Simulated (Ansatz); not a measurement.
Reaction (cleavage of the Si–Si bond): `F[SiH]([SiH3])[SiH3]` + `OC=S` → `F[SiH]([SiH3])OC=S` + SiH₄

Gas-phase electronic energies from Ansatz, PBE0-D4/def2-TZVP geometries. CCSD(T)/CBS adds triple-zeta CCSD(T) − MP2 to the extrapolated MP2 energy (def2 sets, frozen cores). This one scheme is used for every species. Functionals use def2-TZVPP. One conformer a species, not always the lowest.

Problem. Is it downhill or uphill in electronic energy at CCSD(T)/CBS, and by how much? (Best estimate.)

Solution. Ansatz gave: Downhill: ΔE = -98.3 kJ/mol.

Problem. What do these levels give: PBE-QIDH, PBE0, CAM-B3LYP, MP2/def2-SVP, SCS-MP2/def2-TZVPP, CCSD/CBS(def2)? (Best estimate.)

Solution. The calculation gave: PBE-QIDH -92.6, PBE0 -77.6, CAM-B3LYP -102.3, MP2/def2-SVP -102.0, SCS-MP2/def2-TZVPP -110.5, CCSD/CBS(def2) -99.6 kJ/mol.

Largest T1 diagnostic among the species: 0.018.

From BLYP to BHLYP (50 % exact exchange), in def2-TZVPP and without D4, ΔE moves by −15.1 kJ/mol. In def2-TZVPP, CCSD(T) changes the Hartree–Fock value by +14.0 kJ/mol (the triples alone add +1.3 kJ/mol) and MP2 by +6.9 kJ/mol. Leaving LDA and LC-ωPBE aside and taking each functional with its dispersion term where it has one, the values, not all of them listed here, spread over 32.5 kJ/mol, from BHLYP-D4 to PBE-D4. LDA lies −7.0 kJ/mol from PBE without D4.
